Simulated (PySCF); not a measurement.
C4H12Si2.
Atom-mapped SMILES: `[SiH3:1][CH2:2][C@@H:3]1[CH2:4][CH2:5][SiH2:6]1` (hydrogens: H7, H8, H9 on Si1; H10, H11 on C2; H12 on C3; H13, H14 on C4; H15, H16 on C5; H17, H18 on Si6)

The same species was optimised twice, with GFN2-xTB and with PBE0-D3(BJ)/def2-SVP (PySCF), and the same property calculations (PySCF, gas phase) were run on both structures.

```
      coordinate  GFN2-xTB  PBE0-D3(BJ)/def2-SVP  change
      C5–Si6 (Å)     1.911                 1.896  -0.015
      Si1–C2 (Å)     1.898                 1.885  -0.013
      C3–Si6 (Å)     1.917                 1.908  -0.009
       C4–C5 (Å)     1.541                 1.550  +0.009
       C3–C4 (Å)     1.547                 1.555  +0.008
       C2–C3 (Å)     1.523                 1.519  -0.004
   C4–C3–Si6 (°)      90.5                  85.9    -4.6
   C2–C3–Si6 (°)     120.2                 124.7    +4.5
   C4–C5–Si6 (°)      91.0                  86.5    -4.5
    C2–C3–C4 (°)     115.2                 118.3    +3.1
   C3–Si6–C5 (°)      76.2                  78.1    +1.9
    C3–C4–C5 (°)      99.8                 101.0    +1.2
   Si1–C2–C3 (°)     113.5                 112.7    -0.8
Si1–C2–C3–C4 (°)       179                   175      -4
```

Rotational constants: A = 4606, B = 1238, C = 1042 MHz (GFN2-xTB) against A = 4746, B = 1218, C = 1036 MHz (PBE0-D3(BJ)/def2-SVP). Point groups within 0.08 Å: C1 and C1.

On the GFN2-xTB structure: lowest singlet, TDDFT (eV) 6.88 [wB97X-D/def2-SVPD]; lowest triplet, Tamm–Dancoff (eV) 6.26 [wB97X-D/def2-SVPD]; isotropic polarisability (au) 98.8 [wB97X-D/def2-SVPD]; HOMO (eV) -9.49 [wB97X-D/def2-SVPD]; LUMO (eV) 1.75 [wB97X-D/def2-SVPD]; dipole (D) 0.79 [wB97X-D/def2-SVPD]; HOMO (eV) -7.70 [PBE0/pcSseg-1]; LUMO (eV) 0.21 [PBE0/pcSseg-1]; dipole (D) 0.74 [PBE0/pcSseg-1]; GIAO shielding of Si1 (ppm) 424.7 [PBE0/pcSseg-1]; GIAO shielding of C2 (ppm) 169.0 [PBE0/pcSseg-1]; GIAO shielding of C3 (ppm) 159.4 [PBE0/pcSseg-1]; GIAO shielding of C4 (ppm) 151.4 [PBE0/pcSseg-1]; GIAO shielding of C5 (ppm) 181.6 [PBE0/pcSseg-1]; GIAO shielding of Si6 (ppm) 376.7 [PBE0/pcSseg-1].

**Question.** What do these properties become on the PBE0-D3(BJ)/def2-SVP structure?

**Answer.** 
```json
{"property": "lowest singlet, TDDFT (eV)", "level": "wB97X-D/def2-SVPD", "on GFN2-xTB": "6.88", "on PBE0-D3(BJ)/def2-SVP": "6.92", "change": "+0.04"}
{"property": "lowest triplet, Tamm–Dancoff (eV)", "level": "wB97X-D/def2-SVPD", "on GFN2-xTB": "6.26", "on PBE0-D3(BJ)/def2-SVP": "6.52", "change": "+0.26"}
{"property": "isotropic polarisability (au)", "level": "wB97X-D/def2-SVPD", "on GFN2-xTB": "98.8", "on PBE0-D3(BJ)/def2-SVP": "101.0", "change": "+2.2"}
{"property": "HOMO (eV)", "level": "wB97X-D/def2-SVPD", "on GFN2-xTB": "-9.49", "on PBE0-D3(BJ)/def2-SVP": "-9.45", "change": "+0.04"}
{"property": "LUMO (eV)", "level": "wB97X-D/def2-SVPD", "on GFN2-xTB": "1.75", "on PBE0-D3(BJ)/def2-SVP": "1.81", "change": "+0.06"}
{"property": "dipole (D)", "level": "wB97X-D/def2-SVPD", "on GFN2-xTB": "0.79", "on PBE0-D3(BJ)/def2-SVP": "1.06", "change": "+0.27"}
{"property": "energy, GFN2-xTB geometry as zero (kcal/mol)", "level": "wB97X-D/def2-SVPD", "on GFN2-xTB": "0.0", "on PBE0-D3(BJ)/def2-SVP": "-3.4", "change": "-3.4"}
{"property": "HOMO (eV)", "level": "PBE0/pcSseg-1", "on GFN2-xTB": "-7.70", "on PBE0-D3(BJ)/def2-SVP": "-7.67", "change": "+0.03"}
{"property": "LUMO (eV)", "level": "PBE0/pcSseg-1", "on GFN2-xTB": "0.21", "on PBE0-D3(BJ)/def2-SVP": "0.32", "change": "+0.11"}
{"property": "dipole (D)", "level": "PBE0/pcSseg-1", "on GFN2-xTB": "0.74", "on PBE0-D3(BJ)/def2-SVP": "1.01", "change": "+0.27"}
{"property": "energy, GFN2-xTB geometry as zero (kcal/mol)", "level": "PBE0/pcSseg-1", "on GFN2-xTB": "0.0", "on PBE0-D3(BJ)/def2-SVP": "-3.3", "change": "-3.3"}
{"property": "GIAO shielding of Si1 (ppm)", "level": "PBE0/pcSseg-1", "on GFN2-xTB": "424.7", "on PBE0-D3(BJ)/def2-SVP": "418.3", "change": "-6.4"}
{"property": "GIAO shielding of C2 (ppm)", "level": "PBE0/pcSseg-1", "on GFN2-xTB": "169.0", "on PBE0-D3(BJ)/def2-SVP": "171.3", "change": "+2.3"}
{"property": "GIAO shielding of C3 (ppm)", "level": "PBE0/pcSseg-1", "on GFN2-xTB": "159.4", "on PBE0-D3(BJ)/def2-SVP": "158.2", "change": "-1.2"}
{"property": "GIAO shielding of C4 (ppm)", "level": "PBE0/pcSseg-1", "on GFN2-xTB": "151.4", "on PBE0-D3(BJ)/def2-SVP": "148.3", "change": "-3.1"}
{"property": "GIAO shielding of C5 (ppm)", "level": "PBE0/pcSseg-1", "on GFN2-xTB": "181.6", "on PBE0-D3(BJ)/def2-SVP": "177.5", "change": "-4.1"}
{"property": "GIAO shielding of Si6 (ppm)", "level": "PBE0/pcSseg-1", "on GFN2-xTB": "376.7", "on PBE0-D3(BJ)/def2-SVP": "374.2", "change": "-2.5"}
```

The heavy atoms differ by 0.112 Å rms after alignment. Among bonds between heavy atoms C5–Si6 changes most (-0.015 Å). Changes are differences of the printed values. Neither structure is proved a minimum here.

The values belong to the conformer `[SiH3:1][CH2:2][C@@H:3]1[CH2:4][CH2:5][SiH2:6]1`: Si1–C2–C3–C4 175°.

The pairwise dispersion term of wB97X-D wasn't added to the energies; at a given geometry it leaves orbitals and properties as they are.
